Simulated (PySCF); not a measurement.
## Electron correlation in Ta (tantalum, neutral)

[Xe] 4f14 5d3 6s1 6p1, one real determinant (an excited configuration). Calculation: PySCF 2.14, in x2c-TZVPPall with one added diffuse shell each of s, p, d, f type (12s8p8d4f1g, 113 functions); the spin-free X2C one-electron Hamiltonian (Gaussian nucleus). Frozen: [Xe] 4f14; 5 electrons correlated.

| level | correlation energy (mhartree) |
| --- | --- |
| CCSD | -40.84 |
| (T) | -1.82 |
| CCSD(T) | -42.66 |

Diagnostics: T1 = 0.015, D1 = 0.0435, largest double amplitude 0.100.

The real determinant used has ⟨L²⟩ near 14 against 20 for a pure G term, so it mixes terms. Spin-orbit coupling, absent here, splits the open shell strongly.

Cost of the coupled-cluster step: about 15 core-seconds, for 5 correlated electrons.

Iterations:

```
CC2 = 0
CCSD nocc = (np.int64(5), np.int64(0)), nmo = (79, 79)
frozen orbitals [[0, 1, 2, 3, 4, 5, 6, 7, 8, 9, 10, 11, 12, 13, 14, 15, 16, 17, 18, 19, 20, 21, 22, 23, 24, 25, 26, 27, 28, 29, 30, 31, 32, 33], [0, 1, 2, 3, 4, 5, 6, 7, 8, 9, 10, 11, 12, 13, 14, 15, 16, 17, 18, 19, 20, 21, 22, 23, 24, 25, 26, 27, 28, 29, 30, 31, 32, 33]]
max_cycle = 100
direct = 0
conv_tol = 1e-08
conv_tol_normt = 1e-06
diis_space = 8
diis_start_cycle = 0
Init t2, MP2 energy = -0.0310779670825254
Init E_corr(UCCSD) = -0.0310779670835104
cycle = 1  E_corr(UCCSD) = -0.0368432757471135  dE = -0.00576530866  norm(t1,t2) = 0.0366678
cycle = 2  E_corr(UCCSD) = -0.0382910628508742  dE = -0.0014477871  norm(t1,t2) = 0.0192781
cycle = 3  E_corr(UCCSD) = -0.0393909178696024  dE = -0.00109985502  norm(t1,t2) = 0.0143273
cycle = 4  E_corr(UCCSD) = -0.0396475730896226  dE = -0.00025665522  norm(t1,t2) = 0.0108097
cycle = 5  E_corr(UCCSD) = -0.0404629787015796  dE = -0.000815405612  norm(t1,t2) = 0.00824261
cycle = 6  E_corr(UCCSD) = -0.0406333688113941  dE = -0.00017039011  norm(t1,t2) = 0.0042048
cycle = 7  E_corr(UCCSD) = -0.0408285939352682  dE = -0.000195225124  norm(t1,t2) = 0.00251408
cycle = 8  E_corr(UCCSD) = -0.0407327567755848  dE = 9.58371597e-05  norm(t1,t2) = 0.0015603
cycle = 9  E_corr(UCCSD) = -0.0408419926550287  dE = -0.000109235879  norm(t1,t2) = 0.00104726
cycle = 10  E_corr(UCCSD) = -0.0408202002576727  dE = 2.17923974e-05  norm(t1,t2) = 0.000619283
cycle = 11  E_corr(UCCSD) = -0.0408383893246069  dE = -1.81890669e-05  norm(t1,t2) = 0.000336843
cycle = 12  E_corr(UCCSD) = -0.0408379348543719  dE = 4.54470235e-07  norm(t1,t2) = 0.00015384
cycle = 13  E_corr(UCCSD) = -0.0408389736913927  dE = -1.03883702e-06  norm(t1,t2) = 4.56048e-05
cycle = 14  E_corr(UCCSD) = -0.040838694601463  dE = 2.7908993e-07  norm(t1,t2) = 1.97724e-05
cycle = 15  E_corr(UCCSD) = -0.040838727846224  dE = -3.32447611e-08  norm(t1,t2) = 9.55358e-06
cycle = 16  E_corr(UCCSD) = -0.040838627990334  dE = 9.985589e-08  norm(t1,t2) = 4.59535e-06
cycle = 17  E_corr(UCCSD) = -0.0408386623951698  dE = -3.44048358e-08  norm(t1,t2) = 1.76203e-06
cycle = 18  E_corr(UCCSD) = -0.0408386562561438  dE = 6.13902603e-09  norm(t1,t2) = 9.54771e-07
UCCSD converged
E(UCCSD) = -15600.00442638214  E_corr = -0.04083865625614375
UCCSD(T) correction = -0.00182261035451348
```

The reference is one real determinant that mixes LS terms of this configuration.
